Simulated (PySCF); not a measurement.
An unknown shows these calculated signals:

1H NMR (300 MHz, computed): δ 4.71 (q, 2H), 4.24 (d, 2H), 3.36 (t, 3H), 2.24 (m, 1H), 1.83 (m, 1H), 1.77 (m, 2H), 1.71 (m, 2H), 1.68 (m, 1H).

13C{1H} NMR (computed): δ 23.1 (CH2), 21.0 (CH2), 17.0 (CH).

Theory: HF/pcSseg-1 with gauge-including orbitals, structure optimised with PBE0-D3(BJ)/def2-SVP, in PySCF 2.14 (in vacuum, one averaged value for each set of equivalent atoms, one conformer, non-relativistic).

Scale: TMS for 1H (31.69 ppm), 13C (190.85 ppm) (reference shieldings calculated alike).

Which of these does the molecule contain: a (CH3)2CH unit, a three-membered ring, a tert-butyl group, a Si–H bond?

## Answers


- A (CH3)2CH unit: no.
- A three-membered ring: no.
- A tert-butyl group: no.
- A Si–H bond: yes (δH 3.36 (t)).

The data belong to `C1([SiH2]O[SiH2][SiH3])CCC1`, C4H14OSi3; they needn't prove each group on their own.

Carbon signals by region: 3 below 50 ppm.

Shifts are as computed. Against solution values, carbons near 30 ppm lie about -0 ppm off and those near 130 ppm about +7 ppm. Of 1211 compounds with measured shifts, 218 miss one by over three times the rms of a fit or turn the order of signals round; such compounds aren't used in these exercises. No couplings were computed; multiplicities are counted from neighbouring protons, with m where these are inequivalent, close in shift, in a saturated or five-membered ring or joined by F or P, and br s for small geminal =CH2 splittings.
